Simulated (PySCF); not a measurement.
**Worked example: the barrier**

An elementary step of BNH2ClF, closed shell (BNH₂ClF ([NH2][B]([F])[Cl]) → BNHCl ([NH][B][Cl]) + HF; bonds formed: F2–H4; bonds broken: B1–F2, N3–H4). “Start” is the structure reached by relaxing down from the saddle towards the reactants; PBE0-D4/def2-TZVP structures. The saddle:

```csv
atom,x (Å),y (Å),z (Å)
B1,-0.0931,0.3624,-0.4036
F2,-1.1813,-0.0270,1.0530
N3,0.7865,-0.5031,-0.0055
H4,-0.3272,-0.5787,1.0542
Cl5,-0.8566,1.5588,-1.3433
H6,1.6720,-0.8125,-0.3548
```

Computed with PySCF 2.14 with density fitting (its default auxiliary sets; JK sets also for MP2 and CCSD(T)) (basis: def2-TZVPP and def2-QZVPP); correlated methods freeze the cores.

Energies in eV:

| quantity | saddle | start |
| --- | --- | --- |
| Hartree–Fock, triple zeta (X = 3) | -17397.35016 | -17401.43081 |
| Hartree–Fock, quadruple zeta (X = 4) | -17397.91425 | -17401.99908 |
| MP2 correlation, X = 3 | -20.89175 | -20.23565 |
| MP2 correlation, X = 4 | -22.74100 | -22.07531 |
| CCSD(T) correlation, X = 3 | -22.33295 | -21.72672 |

(1) Work out the barrier at the basis limit: extrapolate Hartree–Fock as E(X) = E∞ + A exp(−7.88 √X) and the MP2 correlation as E(X) = E∞ + B X^−2.97 (the exponents that Neese and Valeev fitted for def2-TZVPP and QZVPP), then add CCSD(T) − MP2 in triple zeta.

No T1 diagnostic of these runs exceeds 0.015.

Answers

(1) Each step is linear, so take the differences first (saddle − start): Hartree–Fock 4.08065 (X = 3) and 4.08483 (X = 4); MP2 correlation -0.65610 and -0.66569; CCSD(T) correlation -0.60623.
Two points give E∞ = E(4) + w [E(4) − E(3)], with w = 1/(exp(7.88 (2 − √3)) − 1) = 0.1377 for Hartree–Fock and w = 1/((4/3)^2.97 − 1) = 0.7407 for the correlation.
Hartree–Fock: 4.08483 + 0.1377 × 0.00418 = 4.0854 eV.
MP2 correlation: -0.66569 + 0.7407 × (-0.00959) = -0.6728 eV.
CCSD(T) − MP2: -0.60623 − (-0.65610) = 0.0499 eV.
Sum: 4.0854 + (-0.6728) + 0.0499 = 3.4625 eV, or 79.85 kcal/mol. Plain CCSD(T) in triple zeta gives 3.4744 eV, so the larger basis shifts the result by -0.0119 eV.

Labels in which every atom is bracketed show which atoms are joined, not bond orders.

For scale, one of the runs: CCSD(T)/def2-TZVPP, 163 basis functions, launched by `OMP_NUM_THREADS=4 python run.py`. Hardware: 4 CPU threads of an Arm Neoverse V2, shared host. Wall time 3 min; peak host memory 1.4 GiB.
